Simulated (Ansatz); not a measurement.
Born–Oppenheimer molecular dynamics of BrH₅Sn (7 atoms, charge 0, multiplicity 1). It starts at the highest image of a converged band, a first-order saddle point between two minima.

Computed with RKS PBE0-D4/def2-SVP (Ansatz).

- ensemble: NVE (velocity Verlet)
- time step: 0.5 fs
- steps asked: 200
- starting velocities drawn for: 100 K
- seed: 11499

First frame:

```xyz
7
Properties=species:S:1:pos:R:3
Sn -0.176 0.000 -0.133
H -0.041 0.000 1.858
H 1.550 0.000 -0.022
H -0.689 1.487 -0.774
H -0.689 -1.487 -0.774
Br -2.743 0.000 1.364
H -0.964 0.000 1.889
```

(1) How far do the bonds stretch over the last three quarters of this one trajectory? (Pairs bonded in most of those frames.)

Results:

(1) 
| bond | mean (Å) | spread (Å) | shortest | longest |
| --- | --- | --- | --- | --- |
| Sn1–H3 | 1.713 | 0.012 | 1.69 | 1.74 |
| Sn1–H4 | 1.711 | 0.027 | 1.67 | 1.77 |
| Sn1–H5 | 1.708 | 0.011 | 1.69 | 1.73 |
| Sn1–Br6 | 2.668 | 0.275 | 2.21 | 3.00 |
| H2–H7 | 0.763 | 0.013 | 0.75 | 0.80 |

Mean temperature of the second half: 2290 K. The conserved energy stayed within 0.048 meV per atom of its start (net change 0.04 meV per atom), so the integration is sound. The kinetic energy rose, since the run started high on the potential surface and went downhill. It ends in pieces (BrH3Sn + H2), so much of that is their flight and rotation, not heat. A run of 0.1 ps of so small a system gives no equilibrium averages. The orbitals stay closed-shell, which can raise the energy where a bond breaks towards radicals; this wasn't checked here.

Time of the run: 12 min on 1 thread of Arm Neoverse V1, with other jobs on the host, peak memory 0.21 GiB.
